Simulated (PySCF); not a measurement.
A homologous series of growing length: n-germane H/H. All species are isolated molecules in the gas phase. One relaxed conformer stands for each flexible species; it need not be the lowest. Strings in code marks are SMILES.

The vertical ionisation energy (Delta-SCF) from two functionals at the same geometries (PBE0-D3(BJ)/def2-SVP), both in PySCF: PBE-D3(BJ)/def2-TZVP and PBE0-D3(BJ)/def2-TZVP. Delta-SCF ions had no search for a lower state. 

```csv
species,PBE-D3(BJ)/def2-TZVP (eV),PBE0-D3(BJ)/def2-TZVP (eV)
n = 2 (`[GeH3][GeH3]`),10.12,10.26
n = 3 (`[GeH2]([GeH3])[GeH3]`),9.42,9.60
n = 6 (`[GeH2]([GeH2][GeH2][GeH2][GeH3])[GeH3]`),8.18,8.48
```

Over these rows, drawn at random from the members with no instability flagged (it was tested for open shells, ions and some series alone), PBE minus PBE0-D3(BJ): mean -0.21 eV, from -0.30 eV to -0.14 eV.
